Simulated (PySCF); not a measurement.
Correlation energy of Au (gold, neutral)

[Xe] 4f14 5d10 6d1, 2D determinant (an excited configuration). Calculation: PySCF 2.14, in aug-cc-pwCVDZ-PP with ECP60MDF (6s6p5d3f, 70 functions); a scalar-relativistic core potential. Frozen: 5s2 5p6; 11 electrons correlated.

| level | correlation energy (mhartree) |
| --- | --- |
| CCSD | -287.06 |
| (T) | -8.03 |
| CCSD(T) | -295.09 |

Diagnostics: T1 = 0.0051, D1 = 0.0191, largest double amplitude 0.022.

Problem. Is a single reference adequate?

Solution. Yes, within this model without spin-orbit coupling: T1 lies below 0.03 and no double amplitude reaches 0.07.
